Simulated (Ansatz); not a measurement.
`[SiH3][SiH2][SeH]` + `CO[SiH](N)N` → `N[SiH]([SiH3])[SeH]` + `CO[SiH2]N`  (redistribution)

Calculated with Ansatz (gas phase, PBE0-D4/def2-TZVP geometries, no zero-point term in ΔE). CCSD(T)/CBS adds triple-zeta CCSD(T) − MP2 to the extrapolated MP2 energy (def2 sets, frozen cores). This one scheme is used for every species. Functionals use def2-TZVPP. For Se outer-core shells are correlated without core-valence functions, which leaves a few kJ/mol of doubt a bond. Scalar relativity is left out up to krypton. Each species was taken in one conformer, which may not be the lowest.

`[SiH3][SiH2][SeH]`:

```xyz
9

Si   -0.535   -1.268    0.208
Si    0.802    0.645    0.313
Se    0.443    1.945   -1.535
H    -0.378   -2.107    1.427
H    -0.167   -2.067   -0.990
H    -1.959   -0.851    0.094
H     0.556    1.408    1.566
H     2.247    0.307    0.242
H    -1.010    1.987   -1.325
```

`CO[SiH](N)N`:

Z-matrix (Å, degrees):
```
C
O 1 1.406
H 1 1.092 2 108.4
H 1 1.096 2 111.9 3 119.7
H 1 1.096 2 111.3 3 -119.0
Si 2 1.643 1 123.9 3 -174.7
N 6 1.706 2 118.3 1 -56.6
N 6 1.712 2 106.8 1 61.2
H 6 1.482 2 102.4 1 -173.5
H 7 1.006 6 121.4 2 -79.6
H 7 1.006 6 121.9 2 74.5
H 8 1.007 6 120.0 2 42.8
H 8 1.007 6 119.9 2 -172.4
```

`N[SiH]([SiH3])[SeH]`:

Z-matrix (Å, degrees):
```
Si
Si 1 2.339
Se 1 2.293 2 110.9
N 1 1.711 2 108.2 3 116.6
H 1 1.493 2 110.2 3 -115.2
H 2 1.491 1 111.7 3 -171.9
H 2 1.487 1 109.1 3 68.1
H 2 1.487 1 109.9 3 -51.5
H 3 1.468 1 92.7 2 -103.0
H 4 1.006 1 121.7 2 30.2
H 4 1.007 1 121.7 2 -174.3
```

`CO[SiH2]N`:

Z-matrix (Å, degrees):
```
C
O 1 1.406
H 1 1.096 2 111.5
H 1 1.097 2 111.6 3 121.4
H 1 1.092 2 108.5 3 -119.3
Si 2 1.645 1 122.7 3 -65.4
N 6 1.706 2 116.5 1 62.3
H 6 1.489 2 109.1 1 -56.3
H 6 1.479 2 103.1 1 -177.3
H 7 1.005 6 122.3 2 -93.4
H 7 1.006 6 123.2 2 68.6
```

Q: Is it downhill or uphill in electronic energy at CCSD(T)/CBS, and by how much? (Estimate.)

A: The calculation gave: Uphill: ΔE = +25.7 kJ/mol.

Q: What do these levels give: PBE0, HF/def2-TZVPP, SCS-MP2/def2-TZVPP, CCSD/def2-TZVPP, SCS-MP2/def2-QZVPP, HF/CBS(def2)? (An estimate is asked.)

A: Computed: PBE0 25.3, HF/def2-TZVPP 26.5, SCS-MP2/def2-TZVPP 24.5, CCSD/def2-TZVPP 27.2, SCS-MP2/def2-QZVPP 23.7, HF/CBS(def2) 26.2 kJ/mol.

Largest T1 diagnostic among the species: 0.011.
